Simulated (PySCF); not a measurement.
Isomers of C6H10OSSi, mass 158.022 u with the commonest isotopes. Computed with PBE0/pcSseg-1 in PySCF (dipole) on a GFN2-xTB geometry, gas phase. One conformer each, none proved a minimum here; rigid rotors.

Question: Order these by rotational constant C, smallest first.
A. `[CH:1]#[C:2][C@@H:3]1[CH2:4][S@@:5](=[O:6])[C@H:7]1[SiH2:8][CH3:9]` with S5–C7–Si8–C9 -72°, C2–C3–C4–S5 -97°, C3–C4–S5–O6 -122°, C4–S5–C7–Si8 -100°, C2–C3–C7–S5 96°
B. `[CH3:1][S:2][SiH2:3][CH2:4][CH2:5][C:6]#[C:7][CH:8]=[O:9]` with C1–S2–Si3–C4 -177°, S2–Si3–C4–C5 -47°, Si3–C4–C5–C6 180°
C. `[CH:1]#[C:2][C@@H:3]1[CH2:4][S@@:5](=[O:6])[C@@H:7]1[SiH2:8][CH3:9]` with S5–C7–Si8–C9 -23°, C2–C3–C4–S5 -95°, C3–C4–S5–O6 -124°, C4–S5–C7–Si8 143°, C2–C3–C7–S5 94°
D. `[CH2:1]=[CH:2][S:3][C@@H:4]1[CH2:5][Si@@H:6]1[C:7]([CH3:8])=[O:9]` with C1–C2–S3–C4 176°, C2–S3–C4–C5 -60°, C5–Si6–C7–C8 -26°
E. `[CH3:1][CH2:2][Si@H:3]1[C:4](=[O:5])[CH:6]=[C:7]1[S:8][CH3:9]` with C1–C2–Si3–C4 -156°, C6–C7–S8–C9 -1°

Answer: B (305.3 MHz), D (551.8 MHz), E (571.9 MHz), A (697.3 MHz), C (796.1 MHz).

Question: Order these by out-of-plane moment Σ m c² = (Ia + Ib − Ic)/2, largest first.
A. `[CH3:1][CH2:2][Si@H:3]1[C:4](=[O:5])[CH:6]=[C:7]1[S:8][CH3:9]` with C1–C2–Si3–C4 -156°, C6–C7–S8–C9 -1°
B. `[CH:1]#[C:2][C@@H:3]1[CH2:4][S@@:5](=[O:6])[C@@H:7]1[SiH2:8][CH3:9]` with S5–C7–Si8–C9 -23°, C2–C3–C4–S5 -95°, C3–C4–S5–O6 -124°, C4–S5–C7–Si8 143°, C2–C3–C7–S5 94°
C. `[CH3:1][S:2][SiH2:3][CH2:4][CH2:5][C:6]#[C:7][CH:8]=[O:9]` with C1–S2–Si3–C4 -177°, S2–Si3–C4–C5 -47°, Si3–C4–C5–C6 180°
D. `[CH:1]#[C:2][C@@H:3]1[CH2:4][S@@:5](=[O:6])[C@H:7]1[SiH2:8][CH3:9]` with S5–C7–Si8–C9 -72°, C2–C3–C4–S5 -97°, C3–C4–S5–O6 -122°, C4–S5–C7–Si8 -100°, C2–C3–C7–S5 96°
E. `[CH2:1]=[CH:2][S:3][C@@H:4]1[CH2:5][Si@@H:6]1[C:7]([CH3:8])=[O:9]` with C1–C2–S3–C4 176°, C2–S3–C4–C5 -60°, C5–Si6–C7–C8 -26°

Answer: B (82.62 u·Å²), D (62.83 u·Å²), E (50.03 u·Å²), A (27.78 u·Å²), C (20.22 u·Å²).

Question: Order these by rotational constant B, smallest first.
A. `[CH3:1][CH2:2][Si@H:3]1[C:4](=[O:5])[CH:6]=[C:7]1[S:8][CH3:9]` with C1–C2–Si3–C4 -156°, C6–C7–S8–C9 -1°
B. `[CH:1]#[C:2][C@@H:3]1[CH2:4][S@@:5](=[O:6])[C@@H:7]1[SiH2:8][CH3:9]` with S5–C7–Si8–C9 -23°, C2–C3–C4–S5 -95°, C3–C4–S5–O6 -124°, C4–S5–C7–Si8 143°, C2–C3–C7–S5 94°
C. `[CH3:1][S:2][SiH2:3][CH2:4][CH2:5][C:6]#[C:7][CH:8]=[O:9]` with C1–S2–Si3–C4 -177°, S2–Si3–C4–C5 -47°, Si3–C4–C5–C6 180°
D. `[CH:1]#[C:2][C@@H:3]1[CH2:4][S@@:5](=[O:6])[C@H:7]1[SiH2:8][CH3:9]` with S5–C7–Si8–C9 -72°, C2–C3–C4–S5 -97°, C3–C4–S5–O6 -122°, C4–S5–C7–Si8 -100°, C2–C3–C7–S5 96°
E. `[CH2:1]=[CH:2][S:3][C@@H:4]1[CH2:5][Si@@H:6]1[C:7]([CH3:8])=[O:9]` with C1–C2–S3–C4 176°, C2–S3–C4–C5 -60°, C5–Si6–C7–C8 -26°

Answer: C (320.1 MHz), E (632.3 MHz), D (863.0 MHz), A (917.4 MHz), B (1122 MHz).

```json
{"SMILES": "CC[Si@H]1C(=O)C=C1SC", "point group": "C1", "Ia (u·Å²)": "388.29", "Ib (u·Å²)": "550.89", "Ic (u·Å²)": "883.62", "κ": "-0.05", "μa (D)": "2.35", "μb (D)": "2.81", "μc (D)": "0.37"}
{"SMILES": "CS[SiH2]CCC#CC=O", "point group": "C1", "Ia (u·Å²)": "116.90", "Ib (u·Å²)": "1578.93", "Ic (u·Å²)": "1655.39", "κ": "-0.99", "μa (D)": "4.16", "μb (D)": "0.22", "μc (D)": "1.20"}
{"SMILES": "C#C[C@@H]1C[S@@](=O)[C@H]1[SiH2]C", "point group": "C1", "Ia (u·Å²)": "264.80", "Ib (u·Å²)": "585.62", "Ic (u·Å²)": "724.77", "κ": "-0.73", "μa (D)": "1.86", "μb (D)": "1.74", "μc (D)": "0.06"}
{"SMILES": "C#C[C@@H]1C[S@@](=O)[C@@H]1[SiH2]C", "point group": "C1", "Ia (u·Å²)": "349.52", "Ib (u·Å²)": "450.51", "Ic (u·Å²)": "634.79", "κ": "0.00", "μa (D)": "2.56", "μb (D)": "2.12", "μc (D)": "0.15"}
{"SMILES": "C=CS[C@@H]1C[Si@@H]1C(C)=O", "point group": "C1", "Ia (u·Å²)": "216.65", "Ib (u·Å²)": "799.22", "Ic (u·Å²)": "915.80", "κ": "-0.91", "μa (D)": "1.96", "μb (D)": "1.12", "μc (D)": "1.59"}
```
